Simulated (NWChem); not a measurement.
## Correlation energy of HO$_{2}$

```xyz
3

O      0.5033    -0.3382     0.0000
O     -0.6523     0.2932     0.0000
H      1.1922     0.3603     0.0000
```
Charge 0, spin multiplicity 2.

The numbers come from NWChem runs, not from measurements. The geometry was optimised at UB3LYP/def2-SVP, a minimum by its harmonic frequencies.

Basis set: cc-pVDZ. Each correlation energy counts from its own Hartree-Fock reference.

```
method           correlation energy (mHa)            remark
---------------  ------------------------  ----------------
CCSD[T] on UHF                     -372.5  large amplitudes
UMP2                               -342.6                 -
CCSD(T) on ROHF                    -376.7  large amplitudes
CCSDT on ROHF                      -377.1  large amplitudes
SCS-UMP2                           -332.8                 -
CCSD[T] on ROHF                    -378.7  large amplitudes
CCSD on UHF                        -362.3  large amplitudes
URI-MP2                            -342.6                 -
CCSD on ROHF                       -367.8  large amplitudes
CCSD(T) on UHF                     -370.8  large amplitudes
```

The values span 45.9 mHa, from CCSD[T] on ROHF (lowest) to SCS-UMP2 (highest). 

The correlated methods keep 2 core orbitals frozen. The structure started from a generated list of species. The unpaired electrons of the parent sit in orbitals of symmetry a" (Cs labels of the run); other states weren't searched. The stability of the SCF solutions was not checked. Open-shell Hartree-Fock references start from PBE0 orbitals. No row is a measurement; the coupled-cluster row has its own basis-set and correlation limits.
